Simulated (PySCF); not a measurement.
Sn(H)(PH2)3 (H7P3Sn), SMILES [PH2][SnH]([PH2])[PH2].

The structure is a stationary point at B3LYP-D3(BJ)/def2-SVP. The structure was generated by enumeration; whether it is a known compound was not checked. The def2 effective core potentials stand for the cores of Sn; spin–orbit coupling is left out. The values are those of a single conformer.

Level of theory: B3LYP-D3(BJ)/def2-SVP in PySCF.

Frequencies are harmonic and unscaled.

Modes within 1.5 cm⁻¹ of each other (mostly degenerate sets) share a row, with their intensities summed.

```tsv
mode	ν (cm⁻¹)	IR (km/mol)	Raman (Å⁴/amu)	depolarisation	moving atoms (share of kinetic energy)
1–2	73	2.8	14.3	0.75	P 61 %, H 30 %, Sn 10 %
3	79	0.4	3.5	0.33	P 40 %, H 30 %, Sn 30 %
4–5	87	6.7	1.9	0.75	H 74 %, P 23 %
6	99	11.5	1.2	0.61	H 76 %, P 18 %
7	275	0.6	65.4	0.05	P 88 %, Sn 8 %
8–9	309	22.3	31.0	0.75	P 68 %, Sn 27 %
10–11	482	116.7	11.3	0.75	H 98 %
12	592	0.1	2.4	0.16	H 94 %
13–14	653	29.9	15.4	0.75	H 92 %
15	679	0.0	11.8	0.62	H 95 %
16–17	693	45.8	31.6	0.75	H 97 %
18–20	1097	48.4	74.4	0.40	H 97 %
21	1867	170.8	258.9	0.18	H 99 %
22–24	2364	91.8	444.9	0.00	H 97 %
25–27	2377	162.7	314.6	0.75	H 97 %
```
